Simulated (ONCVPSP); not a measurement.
# Which change was made? (Ge, ONCV)

ONCVPSP 4.0.1 input, shortened (lines: element, Z, core and valence counts, functional; n l f; lmax; l rc ep ncon nbas qcut; lloc lpopt rc5 dvloc0; l nproj debl; icmod fcfact rcfact), BLYP, fully relativistic:

```
  Ge 32.00    6    2  -106131      upf
    1    0    2.00
    2    0    2.00
    2    1    6.00
    3    0    2.00
    3    1    6.00
    3    2   10.00
    4    0    1.50
    4    1    2.50
    1
    0    1.75    0.00    4    9    3.30
    1    2.15    0.00    4    9    3.50
    4    5    1.35    0.00
    0    2    2.50
    1    2    2.70
    0    0.00    0.00
```

Open shells are filled in proportion to 2j + 1.

Cutoffs, loose and tight: the cutoffs (Ha) at which the residual kinetic energy of the hardest occupied pseudo-wave falls to 1 and 0.1 mHa per electron. They do not see the model core or the augmentation charge, which bear on the density cutoff. Test errors are all-electron minus pseudo excitation energies from the reference, over the configurations 4s2 4p2; 4s2 4p1; 4s2 4p0; 4s1 4p0; variants that change the core or the reference have their own tests.

The base gives: outcome: generated; cutoff, loose: 27 Ha; cutoff, tight: 73 Ha; bound ghosts: none; GHOST(+) flags above zero: s; largest test error (meV): +313.

(1) After one change the result is: outcome: generated; cutoff, loose: 8.5 Ha; cutoff, tight: 19 Ha; bound ghosts: none; GHOST(+) flags above zero: s; largest test error (meV): +318. Which change was it?
A. s: qcut 4.9
B. s: qcut 2.6
C. s: qcut 4.4

## Answers

(1) C. The others give: s: qcut 2.6 → outcome: generated; cutoff, loose: 64 Ha; cutoff, tight: 78 Ha; bound ghosts: none; GHOST(+) flags above zero: s; largest test error (meV): +318 | s: qcut 4.9 → outcome: failed: ERROR pspot: first pseudo wave function has node, program will stop.
